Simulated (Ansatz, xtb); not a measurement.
## Relative energy of two conformers of CH7NO2Si

We compare X, `CN[SiH](O)O`, a singlet, with Y, `CN[SiH](O)O`, a singlet. Both are isolated molecules in the gas phase, relaxed with B3LYP/6-31G*.

X (Å):

| atom | x (Å) | y (Å) | z (Å) |
| --- | --- | --- | --- |
| C | -2.6121 | 1.6843 | 0.4953 |
| N | -1.8344 | 0.9682 | -0.5067 |
| O | -0.0029 | 0.3143 | -2.2860 |
| O | 0.0336 | 2.8935 | -1.1671 |
| Si | -0.2025 | 1.2647 | -0.9352 |
| H | -2.1494 | 2.6582 | 0.6842 |
| H | -2.6742 | 1.1530 | 1.4569 |
| H | -3.6365 | 1.8711 | 0.1461 |
| H | -2.2345 | 0.0837 | -0.7952 |
| H | 0.8570 | 0.9448 | 0.0544 |
| H | 0.9171 | 0.1188 | -2.5113 |
| H | -0.6218 | 3.3061 | -1.7498 |

Y (Å):

```xyz
12

C     1.3813    2.0820    0.7874
N     1.3801    0.8757   -0.0344
O    -0.6391   -1.0980    0.0008
O     0.3895   -0.4317   -2.3021
Si    0.0052    0.2010   -0.8082
H     1.3538    1.8662    1.8652
H     0.4981    2.6825    0.5480
H     2.2656    2.7012    0.5865
H     2.1629    0.2600    0.1601
H    -0.9705    1.3157   -0.8880
H    -0.8986   -1.8374   -0.5673
H     0.9595    0.1317   -2.8435
```

Task: Which of the two would you expect CCSD(T)/def2-SVP + ΔMP2/def2-TZVPP electronic energies to favour?

Result: Too close to call at this level: CCSD(T)/def2-SVP + ΔMP2/def2-TZVPP gives E(Y) − E(X) = +3.60 kJ/mol.

How the difference moves with the method:

```tsv
level	geometry	E(Y) − E(X) (kJ/mol)	departure from the last row (kJ/mol)	job, with rough time for the two
B3LYP/6-31G*	B3LYP/6-31G*	+2.59	−1.00	optimisation, 91 s
HF/def2-SVP	B3LYP/6-31G*	+3.03	−0.56	part of the CCSD(T) run
MP2/def2-SVP	B3LYP/6-31G*	+5.03	+1.43	part of the CCSD(T) run
CCSD(T)/def2-SVP	B3LYP/6-31G*	+4.76	+1.17	single point
CCSD(T)/def2-SVP + ΔMP2/def2-TZVPP	B3LYP/6-31G*	+3.60		single point, 37 s
```

The largest departure from CCSD(T)/def2-SVP + ΔMP2/def2-TZVPP is that of MP2/def2-SVP, 1.43 kJ/mol. Levels run at GFN2-xTB geometries aren't shown. The last row adds to CCSD(T) the change of the MP2 difference between the two basis sets, here −1.17 kJ/mol.

With harmonic frequencies from B3LYP/6-31G* (ideal gas, rigid rotor, one conformer each, 400 K, 1 atm): on the last row, ΔE + ΔZPE = +2.41, ΔH = +3.35, ΔG = −0.65 kJ/mol.

The correlated steps freeze 9 core orbitals. Codes used: Ansatz 0.2.0; the last row on 2 threads of Arm Neoverse V1 on a shared host.
